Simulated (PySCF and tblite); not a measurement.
Values are calculated unless marked as measured or tabulated.
System: C₅H₁₂OSi, numbered as in [CH3:1][O:2][C@H:3]1[CH2:4][CH2:5][SiH2:6][CH2:7]1.

Motion: rotation about the C3–O2 bond (torsion C4–C3–O2–C1 from 70° to -59°, falling). GFN2-xTB gives an electronic barrier of 5.3 kcal/mol and a reaction energy of 2.0 kcal/mol.

(1) What does PBE0/pcSseg-1 + D3(BJ), IEF-PCM cyclohexane give on GFN2-xTB geometries?

Programs: tblite and PySCF.

Results:

(1) A barrier of 6.5 kcal/mol, 1.2 above the tight-binding barrier (from unrounded values), a reaction energy of 4.2 kcal/mol and, with GFN2-xTB thermal terms, ΔG‡(298 K) = 7.0 kcal/mol and k = 5×10⁷ s⁻¹ (1 equivalent path).
